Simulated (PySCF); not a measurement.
**Deuteron quadrupole couplings in `C[C@@H](CC(=O)O)O[SiH2]N`**

Species: C₄H₁₁NO₃Si.
SMILES with atom numbers: `[CH3:1][C@@H:2]([CH2:3][C:4](=[O:5])[OH:6])[O:7][SiH2:8][NH2:9]` (hydrogens: H10, H11, H12 on C1; H13 on C2; H14, H15 on C3; H16 on O6; H17, H18 on Si8; H19, H20 on N9)

Structure used (GFN2-xTB), in Å, numbered top down from 1:
```xyz
20
C4H11NO3Si angstrom
C     -0.9099    1.6523    1.1251
C     -0.0975    0.4497    0.6553
C     -0.8078   -0.2870   -0.4872
C     -2.0497   -0.9997   -0.0306
O     -2.2841   -1.3779    1.0851
O     -2.9037   -1.1976   -1.0455
O      1.1621    0.8995    0.2441
Si     2.5103    0.0792   -0.1109
N      2.2821   -0.8732   -1.5416
H     -1.8738    1.3233    1.5026
H     -0.3742    2.1668    1.9181
H     -1.0588    2.3456    0.3007
H      0.0235   -0.2536    1.4903
H     -1.0634    0.4005   -1.2944
H     -0.1222   -1.0375   -0.8900
H     -3.6857   -1.6843   -0.7396
H      3.4211    1.2156   -0.2016
H      2.8762   -0.9166    0.8959
H      3.0302   -1.4877   -1.8201
H      1.9200   -0.4069   -2.3606
```

Level: PBE0/pcSseg-1 (PySCF, non-relativistic); Q(2H) = 0.00286 b; rigid geometry, the same for H and D, with no vibrational averaging.

Question: Rank these positions by the coupling χzz of a deuteron there, largest first.
A. H14 (methylene hydrogen)
B. H20 (N–H hydrogen)
C. H19 (N–H hydrogen)
D. H17 (Si–H hydrogen)
E. H15 (methylene hydrogen)
F. H10 (methyl hydrogen)

Answer: C (288 kHz), B (283 kHz), F (211 kHz), A (204 kHz), E (193 kHz), D (109 kHz).

Question: Give the electric field gradient Vzz (the principal value of largest size), its asymmetry and the 2H coupling at each hydrogen.

Answer: 
```json
{"atom": "H10", "bonded to": "C1", "bond length (Å)": "1.086", "Vzz (au)": "0.3137", "η": "0.03", "χzz (kHz)": "211"}
{"atom": "H11", "bonded to": "C1", "bond length (Å)": "1.087", "Vzz (au)": "0.3167", "η": "0.03", "χzz (kHz)": "213"}
{"atom": "H12", "bonded to": "C1", "bond length (Å)": "1.087", "Vzz (au)": "0.3146", "η": "0.03", "χzz (kHz)": "211"}
{"atom": "H13", "bonded to": "C2", "bond length (Å)": "1.098", "Vzz (au)": "0.2783", "η": "0.04", "χzz (kHz)": "187"}
{"atom": "H14", "bonded to": "C3", "bond length (Å)": "1.091", "Vzz (au)": "0.3029", "η": "0.03", "χzz (kHz)": "204"}
{"atom": "H15", "bonded to": "C3", "bond length (Å)": "1.093", "Vzz (au)": "0.2875", "η": "0.03", "χzz (kHz)": "193"}
{"atom": "H16", "bonded to": "O6", "bond length (Å)": "0.971", "Vzz (au)": "0.4335", "η": "0.09", "χzz (kHz)": "291"}
{"atom": "H17", "bonded to": "Si8", "bond length (Å)": "1.459", "Vzz (au)": "0.1622", "η": "0.01", "χzz (kHz)": "109"}
{"atom": "H18", "bonded to": "Si8", "bond length (Å)": "1.463", "Vzz (au)": "0.1590", "η": "0.03", "χzz (kHz)": "107"}
{"atom": "H19", "bonded to": "N9", "bond length (Å)": "1.007", "Vzz (au)": "0.4293", "η": "0.16", "χzz (kHz)": "288"}
{"atom": "H20", "bonded to": "N9", "bond length (Å)": "1.010", "Vzz (au)": "0.4218", "η": "0.15", "χzz (kHz)": "283"}
```

Question: Average by the element that carries the hydrogen.

Answer: on C: 203 kHz over 6 positions, mean bond length 1.090 Å; on O: 291 kHz over 1 position, mean bond length 0.971 Å; on Si: 108 kHz over 2 positions, mean bond length 1.461 Å; on N: 286 kHz over 2 positions, mean bond length 1.008 Å.

Question: How does χzz go with the bond length over the 6 C–H bonds?

Answer: A straight-line fit has a slope of -21.9 kHz for each 0.01 Å, with a correlation coefficient of -0.98, over lengths from 1.086 to 1.098 Å. The longer bonds have the smaller couplings here.

One conformer (not necessarily the lowest) at the GFN2-xTB geometry, without solvent, vibrations or thermal averaging. GFN2-xTB bond lengths can be off by several hundredths of an ångström, more for odd bonds, and the gradients follow them. The basis is small and wasn't made for field gradients, so the couplings can be 20 % off.
